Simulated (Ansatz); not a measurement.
Consider the cleavage of the Al–Si bond: `[OH][Al]([SiH3])[Br]` + CH₃OH → `C[O][Al]([OH])[Br]` + SiH₄.

Calculated with Ansatz (gas phase, PBE0-D4/def2-TZVP geometries, no zero-point term in ΔE). CCSD(T)/CBS adds triple-zeta CCSD(T) − MP2 to the extrapolated MP2 energy (def2 sets, frozen cores). This one scheme is used for every species. Functionals use def2-TZVPP. For Br outer-core shells are correlated without core-valence functions, which leaves a few kJ/mol of doubt a bond. Scalar relativity is left out up to krypton. One conformer a species, not always the lowest.

Task: Is it downhill or uphill in electronic energy at CCSD(T)/CBS, and by how much? (An estimate is asked.)

Result: The calculation gave: Downhill: ΔE = -118.3 kJ/mol.

Task: What do these levels give: r2SCAN-D4, r2SCANh-D4, PBE, revPBE, BLYP, PBE0, LC-ωPBE, CCSD(T)/def2-SVP, HF/def2-TZVPP, CCSD(T)/def2-TZVPP, MP2/def2-QZVPP, HF/CBS(def2)? (An estimate is asked.)

Result: The calculation gave: r2SCAN-D4 -118.0, r2SCANh-D4 -118.2, PBE -95.7, revPBE -93.6, BLYP -115.5, PBE0 -101.3, LC-ωPBE -113.1, CCSD(T)/def2-SVP -123.5, HF/def2-TZVPP -135.0, CCSD(T)/def2-TZVPP -120.4, MP2/def2-QZVPP -129.0, HF/CBS(def2) -136.9 kJ/mol.

Largest T1 diagnostic among the species: 0.011.

Leaving LDA and LC-ωPBE aside and taking each functional with its dispersion term where it has one, the values, not all of them listed here, spread over 30.5 kJ/mol, from BHLYP-D4 to PBE-D4. LDA lies −5.4 kJ/mol from PBE without D4. At CCSD(T), def2-SVP lies −5.1 kJ/mol from the extrapolated value and def2-TZVPP −2.1 kJ/mol.
